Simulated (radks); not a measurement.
Values are calculated unless marked as measured or tabulated.
Task: As VI, 28 electrons, occupied as [Ar] 3d10. Level of theory: Dirac Kohn-Sham, BLYP, spin-unpolarised, spherical densities, finite nucleus; Fermi nuclear charge, rms radius 4.0968 fm (a radial shooting solver on a logarithmic mesh with Libxc functionals).

Spin-orbit splittings of the eigenvalues, e(l+1/2) - e(l-1/2), with zeta = 2 splitting/(2l+1) and mean radii in bohr:

| shell | occ. | splitting (eV) | zeta (eV) | <r> j=l-1/2 | <r> j=l+1/2 |
|---|---|---|---|---|---|
| 2p | 6 | 36.62 | 24.41 | 0.1746 | 0.1783 |
| 3p | 6 | 5.059 | 3.373 | 0.6078 | 0.6182 |
| 3d | 10 | ? | ? | 0.6591 | 0.6632 |

Estimate the 3d splitting.

Result: 0.7487 eV (zeta = 0.2995 eV).
